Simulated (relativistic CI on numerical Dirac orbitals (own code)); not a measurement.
Method of calculation: Dirac-Coulomb-Breit CI, orbitals from a KLI potential per configuration, QED by a radiative potential, unscaled Slater integrals (own radial code, finite nucleus).

The strongest absorption lines from the ground level of an ion, among the configurations computed and to levels below about 325 eV (vacuum wavelength in nm, gf): 8.0943 (0.13), 8.5050 (1.9), 8.6284 (7.2), 8.8117 (2.4), 8.8407 (2.2), 10.858 (0.97), 10.979 (0.6), 11.388 (0.33).

Problem. Which ion is it?
A. Pr XXV
B. Pr XXIII
C. Cs XXI
D. La XXIII

Solution. A. Pr XXV has 35 electrons and the ground level 4s2.4p5 2P°_3/2; the strongest line goes to 4s2.4p4.4d 2D_5/2. The pattern of lines fixes the number of electrons, and along that sequence the line energies rise steadily with the charge (about as its square where n changes within one kind of shell, about linearly where n is kept but much faster in heavy ions where fine structure, which grows about as Z⁴, sets the gap, and irregularly where shells cross), which fixes Z. Configurations outside the model, such as inner-shell arrays, can give stronger lines. At this charge energies of transitions that change n are usually good to better than 1 %, and those within a shell (Δn = 0) to a few per cent.

LS names give the leading component of a level, which can be under half, so a name can repeat, a term be missing and a line seem to break the LS rules.
